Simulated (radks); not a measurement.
The numbers below are computed, except where a source is named.
Q: All-electron atom: Au10+ in [Xe] 4f14 5d1. Level of theory: Dirac Kohn-Sham, PBE, spin-unpolarised, spherical densities, finite nucleus; open shells fill j = l - 1/2 first; Fermi nuclear charge, rms radius 5.4371 fm (a radial shooting solver on a logarithmic mesh with Libxc functionals). Some entries of the table are withheld. Estimate them.

orbital  occ.  eigenvalue (hartree)  <r^2> (bohr^2)  <1/r> (bohr^-1)
1s1/2       2             -2968.813       0.0003934            95.68
2s1/2       2             -528.7743             (1)            23.52
2p1/2       2             -507.4864        0.004202            23.49
2p3/2       4             -440.0328        0.005389            19.14
3s1/2       2             -129.6720             (2)            8.636
3p1/2       2                   (3)             (4)            8.551
3p3/2       4                   (5)             (6)            7.417
3d3/2       4             -89.18110         0.03188              (7)
3d5/2       6             -85.97903         0.03362              (8)
4s1/2       2             -33.10294          0.1869            3.655
4p1/2       2             -28.99715          0.1905            3.547
4p3/2       4             -25.42065          0.2230            3.154
4d3/2       4             -18.68840          0.2350            2.953
4d5/2       6             -18.02079          0.2465            2.863
5s1/2       2             -10.04738          0.8914            1.537
4f5/2       6              -9.37138          0.2866            2.501
4f7/2       8              -9.22879          0.2941            2.467
5p1/2       2                   (9)           1.002            1.435
5p3/2       4                  (10)           1.155            1.309
5d3/2       1              -5.83243           1.535            1.117
5d5/2       0              -5.72401           1.594            1.093
6s1/2       0              -4.59895           3.356           0.7712
6p1/2       0              -4.08734           3.848           0.7198
6p3/2       0              -3.86832           4.268           0.6775

A: 
(1) 2s1/2 <r^2> (bohr^2): 0.005939
(2) 3s1/2 <r^2> (bohr^2): 0.03856
(3) 3p1/2 eigenvalue (hartree): -120.0672
(4) 3p1/2 <r^2> (bohr^2): 0.03515
(5) 3p3/2 eigenvalue (hartree): -105.1761
(6) 3p3/2 <r^2> (bohr^2): 0.04157
(7) 3d3/2 <1/r> (bohr^-1): 7.316
(8) 3d5/2 <1/r> (bohr^-1): 7.057
(9) 5p1/2 eigenvalue (hartree): -8.63964
(10) 5p3/2 eigenvalue (hartree): -7.92779
